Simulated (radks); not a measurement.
Zr VI, 35 electrons, occupied as [Ar] 3d10 4s2 4p5 (the NIST ground configuration).

Method: non-relativistic Kohn-Sham, LDA (Slater exchange, Perdew-Wang correlation), spin-polarised, spherical densities, point nucleus; open shells are filled with parallel spins first (spin-orbit coupling, left out, can overturn this in heavy ions); relativity is left out, which matters for an element this heavy; computed with a radial shooting solver on a logarithmic mesh with Libxc functionals.

Energy parts (hartree):
part                       energy
total                 -3530.89675
kinetic                3528.43389
electron-nucleus      -8333.08721
Hartree                1380.05100
exchange-correlation   -106.29443

Orbitals (lengths in bohr, moments of r in powers of bohr; r(max) is where P^2 peaks; r(90%) holds 90 % of the orbital's charge):
| orbital | occ. | eigenvalue (hartree) | <r^2> | <1/r> | r(90%) | r(max) |
|---|---|---|---|---|---|---|
| 1s up | 1 | -641.6415 | 0.001952 | 39.44 | 0.0679 | 0.02525 |
| 1s down | 1 | -641.6352 | 0.001952 | 39.44 | 0.0679 | 0.02525 |
| 2s up | 1 | -89.57865 | 0.03301 | 8.852 | 0.258 | 0.1415 |
| 2s down | 1 | -89.57439 | 0.03301 | 8.852 | 0.258 | 0.1415 |
| 2p up | 3 | -82.35442 | 0.02520 | 8.849 | 0.234 | 0.1114 |
| 2p down | 3 | -82.34856 | 0.02520 | 8.848 | 0.234 | 0.1114 |
| 3s up | 1 | -16.53584 | 0.2538 | 3.032 | 0.696 | 0.4192 |
| 3s down | 1 | -16.52802 | 0.2536 | 3.032 | 0.696 | 0.4192 |
| 3p up | 3 | -13.82047 | 0.2542 | 2.938 | 0.707 | 0.4069 |
| 3p down | 3 | -13.81189 | 0.2540 | 2.939 | 0.707 | 0.4069 |
| 3d up | 5 | -8.85301 | 0.2451 | 2.747 | 0.724 | 0.3460 |
| 3d down | 5 | -8.84397 | 0.2446 | 2.749 | 0.723 | 0.3460 |
| 4s up | 1 | -4.06834 | 1.598 | 1.136 | 1.72 | 1.082 |
| 4s down | 1 | -4.02719 | 1.601 | 1.136 | 1.72 | 1.081 |
| 4p up | 3 | -3.29125 | 1.873 | 1.040 | 1.88 | 1.152 |
| 4p down | 2 | -3.25122 | 1.882 | 1.038 | 1.88 | 1.152 |
| 4d up | 0 | -2.06674 | 2.831 | 0.8307 | 2.35 | 1.367 |
| 4d down | 0 | -2.03279 | 2.874 | 0.8248 | 2.37 | 1.373 |
| 5s up | 0 | -1.59211 | 7.129 | 0.5295 | 3.56 | 2.421 |
| 5s down | 0 | -1.58017 | 7.207 | 0.5261 | 3.58 | 2.433 |

The highest occupied level is 4p down at -88.470 eV. The density falls to 0.001 e/bohr^3 at r = 2.78 bohr.
